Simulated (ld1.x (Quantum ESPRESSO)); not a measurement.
**What one change does to a pseudopotential (iodine, TM)**

ld1.x (Quantum ESPRESSO) 7.5 input, shortened:

```
&input
   title='I', zed=53., rel=1, dft='PZ', iswitch=3,
   config='[Kr] 4d10 5s2 5p3'
 /
 &inputp
   pseudotype=2, tm=.true., lloc=2,
   nlcc=.true., new_core_ps=.true., rcore=0.70
 /
3
5S  1  0   2.00   0.00  1.45  1.45  0.0
5P  2  1   3.00   0.00  1.85  1.85  0.0
4D  3  2  10.00   0.00  1.15  1.15  0.0
 &test
   configts(1)='4d10 5s2 5p3'
 /
```

All-electron outer shells of the reference configuration (LDA (PZ), scalar-relativistic, ld1.x):

```tsv
shell	level (eV)	outermost node (bohr)	outermost maximum (bohr)
4p	-147.76	0.37	0.72
4d	-70.66	0.35	0.78
5s	-36.32	0.88	1.66
5p	-24.73	0.96	1.92
```

Change: local potential all-electron potential smoothed inside 1.20 bohr (lloc = -1).

Cutoffs: the cutoffs (Ry, on a coarse ladder) from which the occupation-weighted sum of valence levels, in a spherical-Bessel basis at the reference potential, stays within 10 and 1 mRy of its value at 400 Ry; they do not see the model core or the augmentation charge, which bear on the density cutoff. Errors are all-electron minus pseudo energies relative to the spin-unpolarised reference configuration.

Q: How do hardness, ghosts and transferability respond?

A: The potential gets neither clearly harder nor softer (120 Ry and 200 Ry → 120 Ry and 200 Ry); both files keep a bound ghost (p, s); of the 9 tests that both files solve, the error grows in 1 and shrinks in 6 by more than 15 % and 0.3 meV (median size 18.9 → 4.9 meV).

| quantity | base | changed |
| --- | --- | --- |
| cutoff, loose | 120 Ry | 120 Ry |
| cutoff, tight | 200 Ry | 200 Ry |
| loose cutoff by channel (10 mRy a level) | s 35 Ry, p 30 Ry, d 100 Ry | s 35 Ry, p 15 Ry, d 100 Ry |
| bound ghosts | s, p | s, p |
| error for 4d10 5s2 5p5, meV [ΔE -31.37 eV] | +19 | +4.0 |
| error for 4d10 5s2 5p4, meV [ΔE -20.06 eV] | +9.0 | +4.8 |
| error for 4d10 5s2 5p2, meV [ΔE 29.61 eV] | -3.0 | -6.7 |
| error for 4d10 5s2 5p4.5, meV [ΔE -26.75 eV] | +14 | +5.0 |
| error for 4d10 5s1 5p5, meV [ΔE -9.00 eV] | +1.0 | 0.0 |
| error for 4d10 5s2 5p5.3, meV [ΔE -33.20 eV] | +21 | +2.6 |
| error for 4d9 5s2 5p6, meV [ΔE 14.41 eV] | -545 | -591 |
| error for 4d10 5s2 5p3 (spin-polarised), meV [ΔE -1.49 eV] | +20 | +19 |
| error for 4d10 5s2 5p5 (spin-polarised), meV [ΔE -31.49 eV] | +20 | +4.9 |
| s: phases at 2.01 bohr within 0.05 rad from the reference energy up to (Ry; the scan ends near 5) | 1.3 | 2.0 |
| p: phases at 2.01 bohr within 0.05 rad from the reference energy up to (Ry; the scan ends near 5) | 4.2 | to the end of the scan |
| d: phases at 2.01 bohr within 0.05 rad from the reference energy up to (Ry; the scan ends near 5) | to the end of the scan | to the end of the scan |

 A true bound ghost makes a file unfit for plane-wave use even where its test errors are small: the radial tests pick states by their node count and pass the ghost by.
